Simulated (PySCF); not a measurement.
Predicted spectroscopic data

[PySCF: shielding tensors at PBE0/pcSseg-1 (GIAO); geometry from GFN2-xTB; non-relativistic Hamiltonian; averaged over atoms made equivalent by symmetry, fast rotation or ring inversion; single conformer; in vacuum]

References, each an isolated molecule treated in the same way: 1H, 13C vs TMS. Splittings of carbon signals by F and P are missing where no couplings were computed. Where no couplings were computed, multiplicities follow the n + 1 count of equivalent neighbours, and m marks all less simple cases (inequivalent or close neighbours, rings, F or P nearby). Shifts are as computed. Against solution values, carbons near 30 ppm lie about +3 ppm off and those near 130 ppm about +5 ppm. Of 1211 compounds with measured shifts, 218 miss one by over three times the rms of a fit or turn the order of signals round; such compounds aren't used in these exercises.

Compound 1 (C₉H₇OP). 1H NMR (400 MHz, computed): δ 8.39 (m, 1H), 7.93 (m, 1H), 7.77 (m, 1H), 7.57 (m, 1H), 7.30 (m, 1H), 6.53 (m, 1H), 5.64 (m, 1H). 13C{1H} NMR (computed): δ 206.3 (C), 164.6 (C), 147.5 (C), 137.8 (CH), 135.1 (CH), 132.4 (CH), 127.7 (CH), 121.2 (CH2), 118.6 (CH). Structure: `C=Cc1oc2ccccc2p1`.

Compound 2 (C₄F₇P). 13C{1H} NMR (computed): δ 159.7, 127.8, 116.3, 112.0. Structure: SMILES FC(C(C(F)(F)F)(F)F)(F)C#P.
